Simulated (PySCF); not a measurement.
The numbers are results of PySCF with PBE-D3(BJ)/def2-TZVP // B3LYP-D3(BJ)/def2-TZVP, not measurements. Gas-phase values, no solvent. One relaxed conformer stands for a flexible species; it need not be the lowest. Excitations are Tamm–Dancoff values on a coarser integration grid. The basis has no diffuse functions, so Rydberg states are missing or too high.

Reference species (SMILES): `OB(O)O` (neutral, multiplicity 1).

| Item | Value |
|---|---|
| S1–T1 gap (TDA) | 0.20 eV |
| LUMO | -0.26 eV |
| S1 oscillator strength | 0.000 |

Changed species: `BO` (2 of 3 OH replaced by H; the reference has 0 of 3 OH replaced by H).

Q: Predict the effect on the S1–T1 gap (TDA), LUMO and S1 oscillator strength.

A: the S1–T1 gap (TDA) rises by 0.45 eV, to 0.65 eV; the LUMO falls by 1.17 eV, to -1.43 eV; the S1 oscillator strength hardly moves.
